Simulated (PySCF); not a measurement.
Isomers of C3H5Cl. Isolated molecules, 0 K electronic values unless said otherwise. Strings in code marks are SMILES.

The dipole moment from two functionals at the same geometries (PBE0-D3(BJ)/def2-TZVP), both in PySCF: PBE-D3(BJ)/def2-TZVP and ωB97X-D3(BJ)/def2-TZVP. 

```csv
species,PBE-D3(BJ)/def2-TZVP (D)
`C=C(C)Cl`,1.51
`ClC1CC1`,1.83
`C/C=C/Cl`,1.81
`Cl/C=C\C`,1.51
```

### Question
What does ωB97X-D3(BJ)/def2-TZVP give for each?

### Answer

- `C=C(C)Cl`: 1.62
- `ClC1CC1`: 1.92
- `C/C=C/Cl`: 1.94
- `Cl/C=C\C`: 1.66
Over these rows, drawn at random from the members with no instability flagged (it was tested for open shells, ions and some series alone), PBE minus ωB97X-D3(BJ): mean -0.12 D, from -0.14 D to -0.09 D.
